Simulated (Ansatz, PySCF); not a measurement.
Gas-phase reaction R1 + R2 → P1 + P2, each structure at its B3LYP-D3(BJ)/def2-TZVP stationary point, reached from a drawn start (curvature not checked).
R1: F6W (SMILES [F][W]([F])([F])([F])([F])[F]), charge 0, multiplicity 1.
R2: SiH4 (SMILES [SiH4]), charge 0, multiplicity 1.
P1, F5HW (SMILES [F][WH]([F])([F])([F])[F]) (charge 0, multiplicity 1):
```xyz
7

W      0.0671     0.0182     0.0717
F      1.6914    -0.9146     0.1155
F     -0.5784     0.0609     1.7982
F     -0.6906    -1.6696    -0.0541
F      0.4504     1.7927     0.3933
F      0.5163     0.3547    -1.6957
H     -1.4562     0.3577    -0.6290
```
P2, FH3Si (SMILES F[SiH3]) (charge 0, multiplicity 1):
| atom | x (Å) | y (Å) | z (Å) |
|---|---|---|---|
| Si | -0.0385 | -0.0143 | 0.0138 |
| F | 1.3887 | 0.5154 | -0.4980 |
| H | -0.3545 | -1.2641 | -0.7074 |
| H | 0.0530 | -0.2607 | 1.4673 |
| H | -1.0488 | 1.0237 | -0.2758 |

P less R. No zero-point or thermal terms; no spin–orbit coupling.

Frozen-core correlation throughout.

Codes used: Ansatz (Gaussian basis) for Hartree–Fock, density functionals and correlated methods; PySCF for the D3/D4 terms. All values are computed, each at the level named. Elements past Kr take the def2 small-core potentials, without spin–orbit coupling.

Problem. What is the computed reaction energy (PBE-D4/def2-TZVPP)?

Solution. 65 kJ/mol

Problem. Give the reaction energy at the level CAM-B3LYP/def2-TZVPP.

Solution. 49 kJ/mol

Problem. Estimate the reaction energy that MP2/def2-SVP returns for this input.

Solution. 95 kJ/mol

Ansatz is an electronic-structure program.
